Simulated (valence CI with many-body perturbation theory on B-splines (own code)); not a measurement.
# E1 transitions of Hf66+

Level of theory: relativistic CI+MBPT: four valence electrons over a frozen Dirac-Fock core [He], a basis of 11 s, 11 p, 9 d, 7 f, 5 g, 2 h, 1 i functions for each j, with the one-electron correlation potential Σ1 (screened to all orders), the two-electron term Σ2, the three-electron term Σ3, Breit, model QED; selected single and double excitations, second order for the rest (own B-spline code, finite nucleus).

The last digits are not significant, and no measured levels were compared; by estimate large intervals hold to a few tenths of a per cent, small ones and those within an open d or f shell to about a per cent. Among the levels kept, up to 290 cm⁻¹ of a level comes from second order outside the variational space, and about a tenth of that is noise between levels of different J, which matters for small intervals.

Lines 151 to 200 of 249 in falling wavelength, among levels below 879.35 Ry, chosen from the strongest by gf and those to the six lowest levels. Wavelengths and rates use the calculated energies. Electric multipoles are in the length gauge, E1 and E2 with the static RPA response of the core. Weak lines are less certain than strong ones. Lines between different terms over intervals too small for the method are left out, as are lines whose strength nearly cancels.

Levels are named by their leading jj configuration (3d3/2^4 stands for four electrons in 3d with j = 3/2), which in mixed levels can hold well under half, so a name can repeat and another be missing. Letters in brackets count levels of one name in rising energy.

| λ vac (nm) | Upper | Lower | A (s⁻¹) | log gf | Branch % |
| --- | --- | --- | --- | --- | --- |
| 0.1350 | (2s^2 2p3/2 3d5/2) J=3 | (2s^2 2p3/2^2) J=2 | 2.19e+15 | 0.62 | 99.5 |
| 0.1349 | (2s 2p1/2 2p3/2 3p3/2) J=2 [a] | (2s^2 2p3/2^2) J=2 | 2.73e+13 | -1.43 | 8.6 |
| 0.1349 | (2s^2 2p3/2 3d5/2) J=1 | (2s^2 2p3/2^2) J=2 | 1.19e+14 | -1.01 | 7.9 |
| 0.1345 | (2s 2p1/2 2p3/2 3p3/2) J=2 [b] | (2s^2 2p3/2^2) J=2 | 4.50e+12 | -2.22 | 1.7 |
| 0.1343 | (2s 2p1/2 2p3/2 3p3/2) J=3 [b] | (2s^2 2p3/2^2) J=2 | 2.96e+13 | -1.25 | 9.6 |
| 0.1342 | (2s 2p1/2^2 3p3/2) J=2 | (2s^2 2p1/2 2p3/2) J=2 | 2.11e+12 | -2.55 | 6.8 |
| 0.1340 | (2s 2p1/2^2 3p3/2) J=2 | (2s^2 2p1/2 2p3/2) J=1 | 2.67e+13 | -1.44 | 85.7 |
| 0.1335 | (2s 2p1/2 2p3/2 3p3/2) J=3 [c] | (2s^2 2p3/2^2) J=2 | 1.33e+13 | -1.60 | 6.2 |
| 0.1333 | (2s 2p1/2 2p3/2 3p3/2) J=2 [d] | (2s^2 2p3/2^2) J=2 | 3.70e+12 | -2.31 | 1.7 |
| 0.1281 | (2s 2p1/2 2p3/2 3s) J=2 [b] | (2s 2p1/2^2 2p3/2) J=1 | 6.61e+12 | -2.09 | 2.5 |
| 0.1278 | (2s 2p1/2 2p3/2 3s) J=2 [a] | (2s 2p1/2^2 2p3/2) J=2 | 3.15e+13 | -1.41 | 23.6 |
| 0.1275 | (2s 2p1/2 2p3/2 3s) J=1 [a] | (2s 2p1/2^2 2p3/2) J=2 | 3.78e+13 | -1.56 | 14.0 |
| 0.1274 | (2s 2p1/2 2p3/2 3s) J=0 | (2s 2p1/2^2 2p3/2) J=1 | 4.94e+13 | -1.92 | 16.6 |
| 0.1274 | (2s 2p1/2 2p3/2 3s) J=1 [b] | (2s 2p1/2^2 2p3/2) J=1 | 4.73e+13 | -1.46 | 16.4 |
| 0.1273 | (2s 2p1/2 2p3/2 3s) J=3 | (2s 2p1/2^2 2p3/2) J=2 | 4.87e+13 | -1.08 | 32.6 |
| 0.1273 | (2s 2p1/2 2p3/2 3s) J=1 [c] | (2s 2p1/2^2 2p3/2) J=1 | 4.78e+12 | -2.46 | 3.8 |
| 0.1273 | (2s 2p1/2 2p3/2 3s) J=2 [c] | (2s 2p1/2^2 2p3/2) J=1 | 3.48e+13 | -1.37 | 23.6 |
| 0.1270 | (2s^2 2p1/2 3s) J=1 | (2s^2 2p1/2^2) J=0 | 4.77e+13 | -1.46 | 19.5 |
| 0.1270 | (2s 2p1/2 2p3/2 3s) J=2 [b] | (2s 2p1/2^2 2p3/2) J=2 | 1.88e+13 | -1.64 | 7.1 |
| 0.1267 | (2s^2 2p3/2 3s) J=2 | (2s^2 2p1/2 2p3/2) J=2 | 3.03e+13 | -1.44 | 19.3 |
| 0.1266 | (2s^2 2p3/2 3s) J=1 | (2s^2 2p1/2 2p3/2) J=2 | 4.74e+13 | -1.47 | 15.8 |
| 0.1265 | (2s^2 2p3/2 3s) J=2 | (2s^2 2p1/2 2p3/2) J=1 | 2.39e+13 | -1.54 | 15.2 |
| 0.1264 | (2s^2 2p3/2 3s) J=1 | (2s^2 2p1/2 2p3/2) J=1 | 1.17e+13 | -2.07 | 3.9 |
| 0.1254 | (2s^2 2p3/2 3p3/2) J=1 | (2s 2p1/2^2 2p3/2) J=1 | 5.73e+12 | -2.39 | 41.2 |
| 0.1250 | (2s^2 2p3/2 3p3/2) J=2 | (2s 2p1/2^2 2p3/2) J=1 | 3.61e+12 | -2.37 | 31.9 |
| 0.1243 | (2s^2 2p3/2 3p3/2) J=3 | (2s 2p1/2^2 2p3/2) J=2 | 5.16e+12 | -2.08 | 53.7 |
| 0.1240 | (2s^2 2p3/2 3p3/2) J=2 | (2s 2p1/2^2 2p3/2) J=2 | 2.76e+12 | -2.50 | 24.4 |
| 0.1233 | (2s 2p1/2 2p3/2 3p1/2) J=1 [a] | (2s^2 2p1/2 2p3/2) J=2 | 3.88e+13 | -1.58 | 24.3 |
| 0.1230 | (2s 2p1/2 2p3/2 3p1/2) J=1 [a] | (2s^2 2p1/2 2p3/2) J=1 | 1.19e+14 | -1.09 | 74.4 |
| 0.1229 | (2s 2p1/2 2p3/2 3p1/2) J=2 [a] | (2s^2 2p1/2 2p3/2) J=1 | 3.04e+14 | -0.46 | 99.3 |
| 0.1228 | (2p1/2^2 2p3/2 3p1/2) J=1 | (2s 2p1/2^2 2p3/2) J=1 | 1.37e+14 | -1.03 | 15.0 |
| 0.1228 | (2p1/2^2 2p3/2 3p1/2) J=2 | (2s 2p1/2^2 2p3/2) J=1 | 3.82e+14 | -0.36 | 42.8 |
| 0.1228 | (2s 2p1/2 2p3/2 3p1/2) J=3 | (2s^2 2p1/2 2p3/2) J=2 | 4.41e+14 | -0.16 | 99.5 |
| 0.1226 | (2s 2p1/2^2 3p1/2) J=1 | (2s^2 2p1/2^2) J=0 | 4.92e+14 | -0.48 | 99.4 |
| 0.1223 | (2s 2p1/2 2p3/2 3p1/2) J=2 [b] | (2s^2 2p1/2 2p3/2) J=2 | 2.39e+14 | -0.57 | 86.5 |
| 0.1221 | (2s 2p1/2 2p3/2 3p1/2) J=2 [b] | (2s^2 2p1/2 2p3/2) J=1 | 3.43e+13 | -1.42 | 12.4 |
| 0.1221 | (2s 2p1/2 2p3/2 3d3/2) J=2 [a] | (2s 2p1/2^2 2p3/2) J=1 | 1.76e+13 | -1.71 | 4.3 |
| 0.1220 | (2s 2p1/2 2p3/2 3d3/2) J=1 [a] | (2s 2p1/2^2 2p3/2) J=1 | 4.29e+12 | -2.54 | 1.3 |
| 0.1219 | (2s 2p1/2 2p3/2 3p1/2) J=1 [b] | (2s^2 2p1/2 2p3/2) J=2 | 1.21e+14 | -1.09 | 28.9 |
| 0.1219 | (2s 2p1/2 2p3/2 3p1/2) J=2 [c] | (2s^2 2p1/2 2p3/2) J=2 | 1.98e+14 | -0.66 | 69.1 |
| 0.1218 | (2p1/2^2 2p3/2 3p1/2) J=1 | (2s 2p1/2^2 2p3/2) J=2 | 7.62e+14 | -0.29 | 83.6 |
| 0.1218 | (2p1/2^2 2p3/2 3p1/2) J=2 | (2s 2p1/2^2 2p3/2) J=2 | 5.00e+14 | -0.25 | 56.1 |
| 0.1217 | (2s 2p1/2 2p3/2 3p1/2) J=0 | (2s^2 2p1/2 2p3/2) J=1 | 4.43e+14 | -1.01 | 97.4 |
| 0.1217 | (2s 2p1/2 2p3/2 3p1/2) J=1 [b] | (2s^2 2p1/2 2p3/2) J=1 | 2.86e+14 | -0.72 | 68.2 |
| 0.1217 | (2s 2p1/2 2p3/2 3p1/2) J=2 [c] | (2s^2 2p1/2 2p3/2) J=1 | 7.73e+13 | -1.07 | 27.0 |
| 0.1214 | (2s 2p1/2 2p3/2 3d3/2) J=2 [b] | (2s 2p1/2^2 2p3/2) J=1 | 3.94e+12 | -2.36 | 0.2 |
| 0.1213 | (2s 2p1/2 2p3/2 3p1/2) J=1 [c] | (2s^2 2p1/2 2p3/2) J=2 | 2.29e+14 | -0.82 | 80.1 |
| 0.1211 | (2s 2p1/2 2p3/2 3p1/2) J=1 [c] | (2s^2 2p1/2 2p3/2) J=1 | 4.25e+13 | -1.55 | 14.9 |
| 0.1211 | (2s 2p1/2 2p3/2 3d3/2) J=2 [a] | (2s 2p1/2^2 2p3/2) J=2 | 2.06e+14 | -0.64 | 50.5 |
| 0.1210 | (2s 2p1/2 2p3/2 3d3/2) J=1 [a] | (2s 2p1/2^2 2p3/2) J=2 | 5.75e+13 | -1.42 | 17.0 |
